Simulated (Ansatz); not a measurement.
Two members of one family (BN nanocrystals, H-capped) that differ in charge, which shifts all levels, computed with Ansatz in the gas phase. The two geometries come from different levels. A negative affinity means that the extra electron isn't bound at that geometry and level; within about 0.2 eV of zero the sign isn't settled. Sets without diffuse functions give affinities that are too small. A dash marks a value that wasn't run or was left out as unsound. The structures are stationary points that may keep the symmetry of their start. Remarks come from the PBE and PBE0 runs and from stability tests at other levels; not every state was tested. A HOMO above zero means that the electron is unbound at that level and held by the basis, or that self-interaction error raises the level; the energy of removing that electron tells which. HOMO above LUMO (over both spins in singlets and doublets, within one spin in higher multiplets; at PBE or PBE0), or a gap under 0.15 eV within one spin, warns that the state may not be the lowest or that an electron is smeared out.

First: B9N9H24, cut from wurtzite (singlet, charge 0, PBE-D4/def2-SVP geometry).

```xyz
42

B    -2.795    1.329    0.455
N    -2.694    0.913   -1.102
N    -1.410    0.871    1.075
B    -1.227   -0.688    0.986
B    -1.322    0.221   -1.494
N    -1.135   -1.045   -0.584
N     0.145   -1.121    1.619
B     0.342   -2.693    1.554
B     0.218   -1.752   -0.954
N     0.381   -3.027   -0.026
B    -0.206    1.650    0.430
N    -0.154    1.202   -1.119
N     1.155    1.194    1.069
B     1.364   -0.362    0.980
B     1.219    0.541   -1.500
N     1.355   -0.732   -0.590
B     2.381    1.978    0.442
N     2.379    1.552   -1.116
H    -3.726    0.713    0.971
H    -2.923    2.549    0.532
H    -3.469    0.285   -1.352
H    -2.836    1.738   -1.699
H    -1.477    1.137    2.066
H    -2.166   -1.275    1.514
H    -1.326   -0.062   -2.690
H    -1.893   -1.699   -0.811
H     0.121   -0.912    2.626
H    -0.619   -3.272    2.058
H     1.418   -3.017    2.055
H     0.258   -2.091   -2.135
H    -0.351   -3.709   -0.261
H     1.259   -3.506   -0.265
H    -0.359    2.864    0.529
H    -0.261    2.041   -1.701
H     1.161    1.468    2.060
H     2.421   -0.700    1.503
H     1.287    0.267   -2.696
H     2.251   -1.177   -0.822
H     2.205    3.194    0.521
H     3.439    1.611    0.953
H     2.307    2.386   -1.711
H     3.283    1.136   -1.371
```

```json
{"level": "PBE-D4/def2-SVP", "HOMO (eV)": "-5.95", "LUMO (eV)": "-0.21", "gap (eV)": "5.74", "vertical EA (eV)": "–"}
{"level": "PBE-D4/def2-TZVP", "HOMO (eV)": "-6.12", "LUMO (eV)": "-0.88", "gap (eV)": "5.24", "vertical EA (eV)": "-0.52"}
{"level": "r2SCAN-D4/def2-TZVP", "HOMO (eV)": "-6.40", "LUMO (eV)": "-0.27", "gap (eV)": "6.12", "vertical EA (eV)": "–"}
{"level": "PBE0-D4/def2-SVP", "HOMO (eV)": "-7.33", "LUMO (eV)": "0.71", "gap (eV)": "8.04", "vertical EA (eV)": "–"}
{"level": "PBE0-D4/def2-TZVP", "HOMO (eV)": "-7.44", "LUMO (eV)": "-0.08", "gap (eV)": "7.37", "vertical EA (eV)": "-0.88"}
```

Remarks: HOMO above zero (-1 doublet).

Second: B9N10H28⁺, cut from zinc blende, rod (singlet, charge 1, r2SCAN-D4/def2-SVP geometry).

```xyz
47

N    -2.2712   -1.3598    0.7922
N    -1.0699   -3.2990   -0.2545
N    -0.0966   -2.1398    1.7466
N    -0.1786    0.0987    0.4878
N     1.0193   -1.8359   -0.5528
N     0.6189    3.5567    1.4942
N     1.8675    1.6395    0.3523
N    -1.1528   -1.0580   -1.5055
N     0.9079    0.4176   -1.7289
N    -0.3054    2.4175   -0.6000
B    -1.4430   -2.6535    1.1239
B    -1.5327   -0.3264   -0.1966
B    -0.7215    3.1980    0.7310
B    -0.2682   -2.3211   -1.2824
B     0.7414   -1.1407    0.8010
B     0.5902    1.1433   -0.4111
B     1.8633   -0.8358   -1.5001
B     1.6191    2.3586    1.7585
B    -0.4154   -0.0199   -2.4990
H    -3.1771   -1.6119    0.3827
H    -2.5424   -0.8725    1.6533
H    -1.9093   -3.6530   -0.7243
H    -0.5178   -4.1505   -0.1143
H    -0.2645   -1.6882    2.6526
H     0.5046   -2.9308    1.9981
H    -0.3723    0.6185    1.3546
H     1.6701   -2.6158   -0.4310
H     0.3457    3.9189    2.4114
H     1.0951    4.3509    1.0564
H     2.4695    0.8226    0.5127
H     2.4381    2.2343   -0.2569
H    -1.9910   -1.3041   -2.0381
H     1.4117    1.0232   -2.3828
H    -1.1642    2.1243   -1.0816
H     0.1282    3.0615   -1.2703
H    -2.0391   -3.4132    1.8605
H    -2.2948    0.6052   -0.3691
H    -1.3665    2.4317    1.4365
H    -1.3395    4.2020    0.4340
H    -0.0498   -2.9490   -2.2950
H     1.7535   -0.8449    1.4076
H     2.8796   -0.5097   -0.8914
H     2.1146   -1.3783   -2.5549
H     1.0673    1.5592    2.5043
H     2.6799    2.7626    2.1965
H    -1.1647    0.9388   -2.6656
H    -0.1374   -0.5719   -3.5428
```

**Question.** Estimate how these quantities change from the first to the second (second minus first).

**Answer.** 
| level | Δ HOMO (eV) | Δ LUMO (eV) | Δ gap (eV) | Δ vertical EA (eV) |
| --- | --- | --- | --- | --- |
| PBE-D4/def2-SVP | -3.03 | -3.77 | -0.73 | – |
| PBE-D4/def2-TZVP | -3.01 | -3.56 | -0.55 | 3.36 |
| r2SCAN-D4/def2-TZVP | -3.01 | -3.55 | -0.53 | – |
| PBE0-D4/def2-SVP | -3.01 | -3.77 | -0.76 | – |
| PBE0-D4/def2-TZVP | -3.00 | -3.52 | -0.53 | 3.40 |

Remarks: gap within one spin near zero at PBE or PBE0 (neutral doublet).
